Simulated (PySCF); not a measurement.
F⁸⁺: ionisation energy

F⁸⁺ 1s1 (2S) → F⁹⁺ (bare nucleus), as a difference of total energies. Calculation: PySCF 2.14, in an uncontracted even-tempered set (17 s from 2.9 bohr⁻², ratio 2.2; 7 p from 4.5 bohr⁻², ratio 2.4; 4 d from 14 bohr⁻², ratio 2.4; 3 f from 20 bohr⁻², ratio 2.4; 3 g from 31 bohr⁻², ratio 2.4); scalar relativity by spin-free X2C-1e. The calculations carry no spin-orbit coupling.

```tsv
method	ionisation energy (eV)
UHF	1103.3
LDA	1093.7
PBE	1101.9
PBE0	1102.2
r2SCAN	1103.3
```

Q: Estimate what PW91 gives.

A: 1102.2 eV, closest to PBE0 among the rows shown.

Q: Estimate what TPSS gives.

A: 1103.3 eV, closest to r2SCAN among the rows shown.

For comparison: 1103.1 eV (theoretical estimate listed by NIST; NIST Atomic Spectra Database, ionization energies).
